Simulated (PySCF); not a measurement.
How the method changes the constants of GeBr⁻

State: ³Σ⁻ (triplet), unpaired electrons π ↑↑. Set-up: PySCF, no relativity, basis sets Ge def2-TZVPPD, Br def2-TZVPPD. De refers to Ge + Br⁻ in their high-spin ground configurations, without counterpoise correction. The functionals are run spin-unrestricted. A positive dipole points towards Br; it is taken about the centre of mass and depends on that origin.

```
      Level  Re (Å)  ωe (cm⁻¹)  De (eV)  μ (D)  CPU s a point (SCF and correlation, without the integrals)
        UHF   2.613        169      n/a   0.09                                                         3.1
    UHF-MP2   2.517        204     1.59    n/a                                                         6.1
UHF-SCS-MP2   2.541        195     1.47    n/a                                                         n/a
        PBE   2.545        195     1.75   0.93                                                         2.7
       PW91   2.544        195     1.76   0.90                                                         1.8
       BP86   2.552        192     1.71   0.92                                                         1.7
     r²SCAN   2.519        203     1.80   1.07                                                         3.9
      TPSSh   2.538        197     1.70   0.88                                                         5.7
       PBE0   2.525        201     1.69   0.88                                                         5.9
      HSE06   2.530        199     1.70   0.87                                                         6.4
       MN15   2.526        193     1.70   0.71                                                         5.9
     B2PLYP   2.549        192     1.52   0.55                                                         6.3
```

The bond length runs from 2.517 Å (UHF-MP2) to 2.613 Å (UHF). De spans 1.47 eV (UHF-SCS-MP2, perturbation theory) to 1.80 eV (r²SCAN, meta-GGA).

Correlated steps freeze 18 core orbitals. Spin–orbit coupling is left out. For an ion De counts to the pair picked by the measured ionisation energies or electron affinities, which need not be the lowest pair at this level. The highest Kohn–Sham level is positive in this anion. Much of that is self-interaction error, but it also means that the finite basis helps to hold the extra electron. B2PLYP dipoles, levels and charges come from its SCF part alone. The state was picked by a PBE0 search and need not be the measured ground state.

The whole job (state search and all levels along the bond) took about 7.5 min on 2 threads of Arm Neoverse V1 (shared host), peak memory 4.9 GiB.
